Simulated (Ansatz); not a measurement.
Reaction (silylene formation by 1,1-elimination): `Cl[SiH](Br)Br` → `ClBr` + `[SiH]Br`

Gas-phase electronic energies from Ansatz, PBE0-D4/def2-TZVP geometries. CCSD(T)/CBS adds triple-zeta CCSD(T) − MP2 to the extrapolated MP2 energy (def2 sets, frozen cores). DFT in def2-TZVPP. For Br outer-core shells are correlated without core-valence functions, which leaves a few kJ/mol of doubt a bond. Scalar relativity is left out up to krypton.

CCSD(T)/CBS gives +511.2 kJ/mol.

Another level gave +526.3 kJ/mol. Which?
A. CAM-B3LYP/def2-TZVPP
B. CCSD(T)/def2-TZVPP
C. r2SCAN0-D4/def2-TZVPP
D. LC-ωPBE/def2-TZVPP

D. LC-ωPBE 526.3, CCSD(T)/def2-TZVPP 501.4, CAM-B3LYP 491.0, r2SCAN0-D4 536.3 kJ/mol.

What do rigid-rotor, harmonic-oscillator terms from PBE0-D4/def2-TZVP frequencies (298.15 K, 1 bar) make of the CCSD(T)/CBS value? (An estimate is asked.)

The calculation gave: ΔZPE = -12.4 kJ/mol, ΔH = +501.7 kJ/mol, ΔS = 155 J/(mol·K), ΔG = +455.4 kJ/mol.

Largest T1 diagnostic among the species: 0.011.

From PBE to PBE0 (25 % exact exchange), in def2-TZVPP and without D4, ΔE moves by +27.1 kJ/mol. Leaving LDA and LC-ωPBE aside and taking each functional with its dispersion term where it has one, the values, not all of them listed here, spread over 75.2 kJ/mol, from BLYP-D4 to r2SCAN0-D4. LDA lies +41.4 kJ/mol from PBE without D4. At CCSD(T), def2-SVP lies −22.5 kJ/mol from the extrapolated value and def2-TZVPP −9.8 kJ/mol.

CCSD(T)/CBS has its own doubt, a few kJ/mol and more with outer-core shells, so smaller differences from it don't rank the levels.
